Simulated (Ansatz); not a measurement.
Reactions of `OC=CB(O)Cl`.

Program: Ansatz. Geometries: PBE0-D4/def2-TZVP. ΔE: electronic, gas phase. CCSD(T)/CBS adds triple-zeta CCSD(T) − MP2 to the extrapolated MP2 energy (def2 sets, frozen cores). This one scheme is used for every species. Double bonds are as drawn, so ΔE can hold a change between cis and trans. Functionals use def2-TZVPP. One conformer a species, not always the lowest.

```
                                                       reaction  ωB97X-V (kJ/mol)  PBE-D4 (kJ/mol)
        `O/C=C/B(O)Cl` + `F[SiH3]` → `OB([SiH3])Cl` + `O/C=C\F`               261              244
`O/C=C/B(O)Cl` + `ClC[SiH2]Cl` → `OB(Cl)CCl` + `O/C=C/[SiH2]Cl`                12               13
                `O/C=C/B(O)Cl` + `CON` → `NB(O)Cl` + `CO/C=C/O`              -202             -194
  `O/C=C/B(O)Cl` + `[AlH2][SH]` → `OB(S)Cl` + `O/C=[CH]\[AlH2]`                73               69
                     `O/C=C/B(O)Cl` + HCl → `O/C=C\Cl` + `OBCl`                88               86
```

Give the CCSD(T)/CBS values in the same order. (An estimate is asked.)

Ansatz gave: 272, 11, -209, 75, 90 kJ/mol.

Largest T1 diagnostic: 0.013, for `OB([SiH3])Cl`.
